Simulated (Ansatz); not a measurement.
Steps of a relaxation of ClFOSW, SMILES `[O]=[W]([F])(=[S])[Cl]` with RKS PBE0-D4/def2-TZVP.

```sh
$ ansatz run in.yaml --threads 4 --pin off --events-out ev --progress --plain --max-ram 10444MiB
```

```yaml
crystal:
  periodic: [false, false, false]
  atoms:
    - {symbol: O, position_ang: [-0.357730, -0.514831, 1.635263]}
    - {symbol: W, position_ang: [0.090049, -0.053850, 0.049693]}
    - {symbol: F, position_ang: [1.803655, -0.704757, -0.320598]}
    - {symbol: S, position_ang: [-1.309895, -0.998257, -1.273561]}
    - {symbol: Cl, position_ang: [-0.176180, 2.197995, -0.132097]}
basis:
  gaussian: {orbitals: def2-TZVP}
hamiltonian: {xc: pbe0, dispersion: d4}
relax: {f_tol: 0.005, max_steps: 150}
```

Positions (Å) and forces (eV/Å) along the path, 7 of 7 steps:

```xyz
5
step=1 energy=-29943.6979 eV
O    -0.358   -0.515    1.635    0.465    0.450   -1.355
W     0.090   -0.054    0.050   -0.567   -0.674    0.608
F     1.804   -0.705   -0.321   -0.688    0.349    0.159
S    -1.310   -0.998   -1.274    0.654    0.447    0.547
Cl   -0.176    2.198   -0.132    0.136   -0.572    0.041
5
step=2 energy=-29943.7303 eV
O    -0.338   -0.489    1.633   -0.203   -0.213    0.041
W     0.056   -0.080    0.044    0.916    0.483    0.489
F     1.774   -0.659   -0.314   -0.063   -0.027   -0.032
S    -1.296   -0.985   -1.278   -0.619   -0.459   -0.430
Cl   -0.147    2.139   -0.126   -0.030    0.216   -0.067
5
step=3 energy=-29943.7502 eV
O    -0.354   -0.521    1.623    0.068    0.105   -0.181
W     0.071   -0.061    0.052    0.094   -0.143    0.261
F     1.780   -0.663   -0.316   -0.084    0.036    0.010
S    -1.301   -0.992   -1.261   -0.073   -0.051   -0.105
Cl   -0.146    2.164   -0.139   -0.005    0.053    0.015
5
step=4 energy=-29943.7513 eV
O    -0.352   -0.514    1.624    0.027    0.038   -0.109
W     0.071   -0.064    0.051    0.057   -0.036    0.138
F     1.779   -0.664   -0.316   -0.051    0.020    0.006
S    -1.302   -0.995   -1.265   -0.035   -0.029   -0.038
Cl   -0.146    2.164   -0.135    0.002    0.007    0.003
5
step=5 energy=-29943.7515 eV
O    -0.351   -0.513    1.623    0.001    0.003   -0.011
W     0.070   -0.065    0.052   -0.008    0.005    0.009
F     1.777   -0.663   -0.316    0.009   -0.003   -0.001
S    -1.302   -0.997   -1.267   -0.002   -0.003    0.001
Cl   -0.145    2.164   -0.134    0.001   -0.003    0.002
5
step=6 energy=-29943.7515 eV
O    -0.351   -0.513    1.623    0.001    0.002   -0.005
W     0.070   -0.064    0.051    0.004   -0.004    0.006
F     1.778   -0.663   -0.316   -0.002    0.001    0.000
S    -1.302   -0.998   -1.266   -0.002    0.001   -0.001
Cl   -0.144    2.164   -0.133   -0.001    0.001   -0.001
5
step=7 energy=-29943.7516 eV
O    -0.351   -0.513    1.623    0.000    0.000    0.000
W     0.070   -0.065    0.051    0.000    0.000    0.000
F     1.778   -0.663   -0.316    0.000    0.000    0.000
S    -1.303   -0.997   -1.266    0.000    0.000    0.000
Cl   -0.145    2.164   -0.133    0.000    0.000    0.000
```

Run time 20 s (4 threads of an Arm Neoverse V2 on a shared host); peak host memory 0.48 GiB.
